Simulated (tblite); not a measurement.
Problem. What does the GFN2-xTB structure of `C=C(C)C[C@H](C#N)O[SiH3]` look like in three dimensions?

Solution. 
```
atom  x, y, z in Å
C1    -2.263    0.169   -1.292
C2    -1.597    0.212   -0.149
C3    -1.538    1.427    0.720
C4    -0.806   -0.975    0.337
C5     0.637   -0.926   -0.209
C6     1.281   -2.205    0.034
N7     1.791   -3.206    0.244
O8     1.347    0.111    0.403
Si9    2.786    0.753    0.002
H10   -2.291   -0.718   -1.904
H11   -2.813    1.018   -1.660
H12   -2.001    1.219    1.684
H13   -0.499    1.698    0.902
H14   -2.052    2.265    0.259
H15   -0.752   -0.979    1.427
H16   -1.266   -1.906   -0.001
H17    0.607   -0.771   -1.300
H18    3.865   -0.226    0.123
H19    2.745    1.240   -1.381
H20    2.814    1.811    0.997
```

Orientation and origin are arbitrary. Atoms count from 1 in this order. The C–C distances run from 1.323 Å (C1=C2, drawn double) to 1.544 Å (C4–C5, drawn single), a spread of 0.221 Å. Si9 (oxygen-bound silicon) is distorted tetrahedral (angles from 97.8° to 114.6°). Of the pairs four or more bonds apart, O8···H13 is among the closest relative to their van der Waals radii: 2.48 Å, 91 % of the sum of Bondi's values. O8 (silyl ether oxygen) is bent (angle 129.4°).

Bonds between heavy atoms (Å): C1=C2 1.323, C2–C3 1.495, C2–C4 1.506, C4–C5 1.544, C5–C6 1.453, C6≡N7 1.143, C5–O8 1.397, O8–Si9 1.626.

Structure optimised with GFN2-xTB, isolated species.

Point group: C1 (no symmetry element, even within 0.4 Å). Its GFN2-xTB frequencies are all real (lowest 24 cm⁻¹). One conformer, not necessarily the lowest (C1–C2–C4–C5 89°, C2–C4–C5–C6 -168°, C4–C5–O8–Si9 -168°). 3 starts were optimised and ended at 0.00, 0.61 and 1.35 kcal/mol (GFN2-xTB); the lowest of these is shown.

The numbers are calculated, not measured.
